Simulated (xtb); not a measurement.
xtb input (GFN2-xTB):

```bash
xtb mol.xyz --gfn 2 --ohess tight --chrg -1 --uhf 0
```
mol.xyz:
```
3

Ga     0.11510560    -0.02191412    -0.01624745
Br    -0.21069591     1.89346110    -1.51167447
Br     0.17311865    -1.89763246     1.57662529
```

End of the output:

```
   ------------------------------------------------------------------------
    298.15    0.582115E-02    0.672123E-02    0.376684E-01   -0.309472E-01
   ------------------------------------------------------------------------

         :::::::::::::::::::::::::::::::::::::::::::::::::::::
         ::                  THERMODYNAMIC                  ::
         :::::::::::::::::::::::::::::::::::::::::::::::::::::
         :: total free energy          -9.795523074566 Eh   ::
         ::.................................................::
         :: total energy               -9.764575859711 Eh   ::
         :: zero point energy           0.000900073978 Eh   ::
         :: G(RRHO) w/o ZPVE           -0.031847288834 Eh   ::
         :: G(RRHO) contrib.           -0.030947214855 Eh   ::
         :::::::::::::::::::::::::::::::::::::::::::::::::::::

optimized geometry written to: xtbopt.xyz

           -------------------------------------------------
          | TOTAL ENERGY               -9.764575859711 Eh   |
          | TOTAL ENTHALPY             -9.757854633511 Eh   |
          | TOTAL FREE ENERGY          -9.795523074566 Eh   |
          | GRADIENT NORM               0.000009449913 Eh/α |
          | HOMO-LUMO GAP               4.744970542799 eV   |
           -------------------------------------------------

------------------------------------------------------------------------
------------------------------------------------------------------------
 total:
 SCF:
 ANC optimizer:
 analytical hessian:
```
